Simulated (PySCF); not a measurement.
C9H6S, SMILES `C1=c2c(=CC1=S)cccc2`, neutral singlet in the gas phase. 

Cartesian coordinates (Å):
SMILES: C1C(=S)C=c2c=1cccc2
```xyz
16

S      4.1094    -0.2213    -0.1407
C      2.4622    -0.1326    -0.0843
C      1.5380    -1.2729     0.0856
C      0.2591    -0.7646     0.0784
C     -1.0333    -1.3907     0.2034
C     -2.1596    -0.6093     0.1582
C     -2.0875     0.8380    -0.0128
C     -0.8896     1.4943    -0.1375
C      0.3337     0.7327    -0.0986
C      1.6562     1.1009    -0.1949
H      1.8631    -2.3137     0.1933
H     -1.1018    -2.4812     0.3328
H     -3.1535    -1.0728     0.2523
H     -3.0301     1.4057    -0.0406
H     -0.8495     2.5863    -0.2660
H      2.0830     2.1012    -0.3284
```
Charge 0, multiplicity 1.

All levels are single points at this geometry (PBE-D3(BJ)/def2-SVP); Pople sets use spherical d functions. Orbital energies aren't observables, and empty levels follow the basis.

| level | HOMO (eV) | LUMO (eV) | gap (eV) | dipole (D) | vertical IE, Delta-SCF (eV) |
|---|---|---|---|---|---|
| PBE-D3(BJ)/def2-TZVP in PySCF | -5.04 | -4.65 | 0.40 | 3.01 | 7.43 |
| B3LYP/3-21G in PySCF | -5.51 | -3.94 | 1.57 | 3.29 | – |
| B3LYP/6-31G* in PySCF | -5.43 | -3.84 | 1.59 | 3.43 | 7.22 |
| PBE/6-31G* in PySCF | -4.77 | -4.42 | 0.35 | 3.34 | 7.23 |
| SVWN5/6-31G* in PySCF | -4.93 | -4.59 | 0.33 | 3.30 | – |
| HF/STO-3G in PySCF | -5.15 | 2.43 | 7.59 | 0.57 | – |
